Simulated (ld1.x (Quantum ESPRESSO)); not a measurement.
## Cutoff test, copper (Cu), PAW

| Quantity | Value |
| --- | --- |
| Element | copper |
| Generator | ld1.x (Quantum ESPRESSO) 7.5 |
| Type | PAW |
| Functional | PBE |
| Relativity | scalar-relativistic |
| Frozen core | [Ar] |
| Valence charge | 11 |
| Reference configuration | 3d9 4s0 4p0 (charge +2) |
| Partial waves | 4s (bound, empty): rcut 1.15, rcutus 1.50 bohr; 4s channel at 3.7 Ry: rcut 1.15, rcutus 1.50 bohr; 4p (bound, empty): rcut 2.00, rcutus 2.65 bohr; 4p channel at -0.45 Ry: rcut 2.00, rcutus 2.65 bohr; 3d (bound): rcut 0.60, rcutus 0.70 bohr; 3d channel at -0.9 Ry: rcut 0.60, rcutus 0.70 bohr; 4f channel at 0.35 Ry: rcut 2.40, rcutus 2.85 bohr |
| Local potential | all-electron potential smoothed inside 1.85 bohr (lloc = -2) |
| Core correction | Bessel-smoothed model core inside 0.70 bohr |
| Augmentation charge | PSQ, inside the norm-conserving radii |

The pseudo-atom Hamiltonian at the reference potential is diagonalised in spherical Bessel functions j_l(qr) that vanish at 20 bohr, with q² up to the cutoff. All-electron valence levels (Ry): 4s -1.6424, 4p -1.1282, 3d -2.1776.

Task: How do the lowest levels (Ry) of each channel move with the cutoff, and are there ghosts?

Result:

```
cutoff (Ry)      s #1     s #2     p #1     d #1     f #1     f #2  Σ f·Δε (mRy)
          8   -1.6596  -0.5819  -1.1274  -0.6661  -0.2680  -0.1521       13603.1
         18   -1.6865  -0.5902  -1.1281  -0.7375  -0.2681  -0.1523       12961.1
         35   -2.0818  -1.0782  -1.1282  -0.8224  -0.2681  -0.1523       12197.2
         55  -10.7036  -1.6413  -1.1282  -0.9772  -0.2681  -0.1523       10803.3
         90  -10.9906  -1.6423  -1.1282  -1.5036  -0.2681  -0.1523        6066.4
        140  -11.0176  -1.6424  -1.1282  -2.0629  -0.2681  -0.1523        1032.4
        230  -11.0236  -1.6424  -1.1282  -2.1761  -0.2681  -0.1523          13.1
        400  -11.0249  -1.6425  -1.1282  -2.1776  -0.2681  -0.1523           0.0
```

Result: ghost state, extra bound levels that the all-electron valence spectrum of the same l lacks: s at -150.0 eV (a true bound ghost makes a file unfit for plane-wave use); 10 mRy is reached at 300 Ry and 1 mRy at over 300 Ry.

5 of 7 tests not solved or not reliable.
